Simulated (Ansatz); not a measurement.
Cost and result up the ladder for Al(PF3)H3 (AlPH3F3) (8 atoms). Total charge 0; singlet. Geometry: PBE0-D4/def2-SVP.

Cartesian coordinates in Å:
```
Al -1.204 0.659 0.596
P 0.811 -0.442 -0.410
F 1.357 0.086 -1.791
F 0.730 -1.983 -0.733
F 2.147 -0.420 0.426
H -1.215 -0.333 1.847
H -2.140 0.354 -0.661
H -0.487 2.079 0.725
```

Ansatz on 4 threads of Intel Xeon on a shared host. Times are rough, and most runs start from the orbitals of an earlier one. PBE0-D4/def2-TZVPD serves as the yardstick here, not as an exact answer. Differences are given only for rows in sets of like size (and for xTB, whose basis is part of the method), since another set adds its own error. Binding counts from free atoms at the same level (Al doublet, P quartet, F doublet, H doublet; other spins of the atoms weren't run), without zero-point energy or a counterpoise term.

B3LYP takes the VWN-RPA correlation. HSE06 is defined as in plane-wave codes, on full-range PBE exchange. Correlated methods freeze 13 core orbitals.

Correlated methods converge slowly with the basis.

```
                          level  functions  wall time
                       HF/6-31G         59     0.51 s
                PBE-D4/def2-SVP         93        1 s
                 B3LYP-D4/6-31G         59      1.3 s
               PBE0-D4/def2-SVP         93      1.5 s
              BLYP-D4/def2-TZVP        185      1.9 s
               PBE-D4/def2-TZVP        185      2.1 s
             BHLYP-D4/def2-TZVP        185      2.9 s
             HSE06-D4/def2-TZVP        185      2.9 s
            r2SCAN-D4/def2-TZVP        185      3.1 s
                  MP2/def2-TZVP        185      3.5 s
           r2SCANh-D4/def2-TZVP        185      4.4 s
PBE0-D4/def2-TZVP (with forces)        185      4.5 s
             PBE0-D4/def2-TZVPD        233      4.9 s
             CCSD(T)/def2-TZVPP        219       93 s
```

(1) Estimate what each level gives for the binding energy per atom (eV).

Results:

(1) 
```json
{"level": "HF/6-31G", "binding energy per atom (eV)": "1.36", "difference from PBE0-D4/def2-TZVPD (eV)": "–"}
{"level": "PBE-D4/def2-SVP", "binding energy per atom (eV)": "3.16", "difference from PBE0-D4/def2-TZVPD (eV)": "–"}
{"level": "B3LYP-D4/6-31G", "binding energy per atom (eV)": "2.47", "difference from PBE0-D4/def2-TZVPD (eV)": "–"}
{"level": "PBE0-D4/def2-SVP", "binding energy per atom (eV)": "3.02", "difference from PBE0-D4/def2-TZVPD (eV)": "–"}
{"level": "BLYP-D4/def2-TZVP", "binding energy per atom (eV)": "3.19", "difference from PBE0-D4/def2-TZVPD (eV)": "0.08"}
{"level": "PBE-D4/def2-TZVP", "binding energy per atom (eV)": "3.22", "difference from PBE0-D4/def2-TZVPD (eV)": "0.11"}
{"level": "BHLYP-D4/def2-TZVP", "binding energy per atom (eV)": "3.02", "difference from PBE0-D4/def2-TZVPD (eV)": "-0.09"}
{"level": "HSE06-D4/def2-TZVP", "binding energy per atom (eV)": "3.11", "difference from PBE0-D4/def2-TZVPD (eV)": "0.00"}
{"level": "r2SCAN-D4/def2-TZVP", "binding energy per atom (eV)": "3.18", "difference from PBE0-D4/def2-TZVPD (eV)": "0.07"}
{"level": "MP2/def2-TZVP", "binding energy per atom (eV)": "3.11", "difference from PBE0-D4/def2-TZVPD (eV)": "0.01"}
{"level": "r2SCANh-D4/def2-TZVP", "binding energy per atom (eV)": "3.14", "difference from PBE0-D4/def2-TZVPD (eV)": "0.03"}
{"level": "PBE0-D4/def2-TZVP (with forces)", "binding energy per atom (eV)": "3.11", "difference from PBE0-D4/def2-TZVPD (eV)": "0.00"}
{"level": "PBE0-D4/def2-TZVPD", "binding energy per atom (eV)": "3.11", "difference from PBE0-D4/def2-TZVPD (eV)": "0.00"}
{"level": "CCSD(T)/def2-TZVPP", "binding energy per atom (eV)": "3.06", "difference from PBE0-D4/def2-TZVPD (eV)": "-0.04"}
```
